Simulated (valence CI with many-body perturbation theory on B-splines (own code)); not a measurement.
Results of a calculation; reference values are marked as such.
Run record, Gd³¹⁺

Level of theory: relativistic CI+MBPT: five valence electrons over a frozen Dirac-Fock core [Ar] 3d10, radial functions for each j: 6 s, 6 p, 5 d, 3 f, 1 g, with the one-electron correlation potential Σ1 (screened to all orders), the two-electron term Σ2, the three-electron term Σ3, Breit, model QED; selected single and double excitations, second order for the rest, scaled by the run's own slope (own B-spline code, finite nucleus).

Command, and the settings that its task file holds:

```sh
python run_cv.py task.json out
```

```
atom Gd  Z=64  mass_number=158  rms_radius_fm=5.1569
core [Ar] 3d10
valence 4s2 4p3
avg = 1
basis = S
breit = 1
cap = 10000
capref = 1200
cscale = 1
de = 0.0
dress = 0
eps = 2e-08
extrap = 1
h = 0.27
hh = 1
l2 = 0
lcore = 6
maxit = 60
n2 = 5
natural = 1
nlev = 20
nno = [3, 3, 3, 2, 1]
nroot = 26
nsp = [3, 3, 2, 1, 0]
pt2 = 1
qed = 1
rpa = 1
s1 = 1
s2 = 1
s3 = 1
screen = 1
tol = 2e-05
whole = 1
```

It took 47 s on 1 thread of Arm Neoverse N1, with other jobs on the host.

Log. The first blocks belong to the next ion, which gives the ionisation energy. Fields: 2J, parity (1 odd), roots, reference size, generating configurations, candidates as configurations/state functions, variational space P, stored matrix elements, Davidson steps; e2 is the range of second-order energies in hartree. The first line gives the box (bohr), its intervals, the orbitals and the steps of their self-consistent field. Window is the range of levels sought, series limit the energy at which the first omitted orbital would enter, core excitation an estimate of the first excitation out of the core, left out the lowest levels not solved, and shifts from estimates the range by which levels moved from their first estimate, all in cm⁻¹.

```
rmax 3.6 intervals 58 orbitals 36 references ['4s2 4p3', '4s 4p4', '4s2 4p2 4d', '4p5', '4s 4p3 4d'] scf 5 t 1.6
2J=0 par=0 roots 2 ref 22 generators 8 cand 3162/5084 P 720/1000 nnz 0 it 0
2J=0 par=0 roots 2 ref 22 generators 15 cand 5060/8939 P 1563/2340 nnz 0 it 5
   second order: generators 23 cand 5153/9492 e2 -0.00002 -0.00001
reference levels 429, estimated 52, window 1390216 1/cm; series limit 5158546, core excitation 8444455
2J=3 par=1 roots 4 ref 39 generators 17 cand 8779/93449 P 899/3537 nnz 1.3e+06 it 4
2J=3 par=1 roots 4 ref 39 generators 32 cand 11909/136332 P 1960/9999 nnz 9e+06 it 6
   second order: generators 50 cand 14903/204636 e2 -0.00100 -0.00020
2J=5 par=1 roots 2 ref 39 generators 10 cand 7880/96152 P 735/3544 nnz 1.5e+06 it 5
2J=5 par=1 roots 2 ref 39 generators 26 cand 12351/171315 P 1682/9998 nnz 9.6e+06 it 7
   second order: generators 40 cand 14304/238014 e2 -0.00105 -0.00034
2J=1 par=1 roots 2 ref 24 generators 11 cand 7269/46729 P 1055/3515 nnz 1.3e+06 it 4
2J=1 par=1 roots 2 ref 24 generators 21 cand 10517/71322 P 2504/10000 nnz 7.9e+06 it 6
   second order: generators 38 cand 13574/105190 e2 -0.00020 -0.00011
2J=5 par=0 roots 7 ref 69 generators 18 cand 9167/110807 P 777/3589 nnz 1.5e+06 it 7
2J=5 par=0 roots 7 ref 69 generators 32 cand 13262/193192 P 1846/9999 nnz 8.6e+06 it 11
   second order: generators 60 cand 17968/314488 e2 -0.00203 -0.00094
2J=3 par=0 roots 8 ref 66 generators 17 cand 8286/80342 P 838/3590 nnz 1.4e+06 it 7
2J=3 par=0 roots 8 ref 66 generators 33 cand 13136/153191 P 1976/9993 nnz 8.2e+06 it 9
   second order: generators 62 cand 18919/266700 e2 -0.00180 -0.00074
2J=1 par=0 roots 5 ref 42 generators 18 cand 8547/53413 P 1155/3547 nnz 1.2e+06 it 6
2J=1 par=0 roots 5 ref 42 generators 31 cand 11860/83947 P 2631/9999 nnz 7.6e+06 it 8
   second order: generators 53 cand 17214/140359 e2 -0.00049 -0.00019
2J=7 par=0 roots 4 ref 51 generators 17 cand 10042/137478 P 732/3525 nnz 1.5e+06 it 5
2J=7 par=0 roots 4 ref 51 generators 32 cand 13016/193300 P 1580/9989 nnz 1e+07 it 6
   second order: generators 50 cand 16062/286442 e2 -0.00136 -0.00083
2J=9 par=0 roots 2 ref 31 generators 10 cand 6764/92418 P 743/3528 nnz 1.8e+06 it 5
2J=9 par=0 roots 2 ref 31 generators 22 cand 11594/155209 P 1578/9996 nnz 1.2e+07 it 6
   second order: generators 37 cand 13940/227619 e2 -0.00033 -0.00031
left out: unestimated 2033357, estimated 1642102, shifts from estimates -52 to 38
operators 3.5
```

The Davidson iterations converged.

No measured spectrum was set against this ion. As an estimate, large intervals hold to a few tenths of a per cent, small ones and those within an open d or f shell to about a per cent. Among the levels kept, up to 440 cm⁻¹ of a level comes from second order outside the variational space, and about a tenth of that is noise between levels of different J, which matters for small intervals.

```
Valence energy                            : -255.6186 hartree
Ionisation energy                         : 1240.5 eV (NIST: 1233 ± 4 eV (theoretical))
Reference configurations for the orbitals : 4s2 4p3, 4s 4p4, 4s2 4p2 4d, 4p5, 4s 4p3 4d
Radial orbitals                           : 36
Box radius                                : 3.582 bohr
Largest variational space                 : 10000
Lowest levels                             : (4s^2 4p1/2^2 4p3/2) J=3/2 0.00, (4s^2 4p1/2 4p3/2^2) J=3/2 38.17, (4s^2 4p1/2 4p3/2^2) J=5/2 42.64, (4s^2 4p1/2 4p3/2^2) J=1/2 48.20, (4s^2 4p3/2^3) J=3/2 87.07, (4s 4p1/2^2 4p3/2^2) J=5/2 109.89, (4s^2 4p1/2^2 4d3/2) J=3/2 116.26, (4s 4p1/2^2 4p3/2^2) J=1/2 123.34, (4s 4p1/2^2 4p3/2^2) J=3/2 127.80, (4s^2 4p1/2^2 4d5/2) J=5/2 134.39, (4s 4p1/2 4p3/2^3) J=3/2 [a] 150.65, (4s^2 4p1/2 4p3/2 4d3/2) J=5/2 [a] 155.09, (4s^2 4p1/2 4p3/2 4d3/2) J=3/2 [a] 155.90, (4s^2 4p1/2 4p3/2 4d3/2) J=1/2 [a] 156.05 eV
```

Levels are named by their leading jj configuration (3d3/2^4 stands for four electrons in 3d with j = 3/2), which in mixed levels can hold well under half, so a name can repeat and another be missing. Letters in brackets count levels of one name in rising energy.
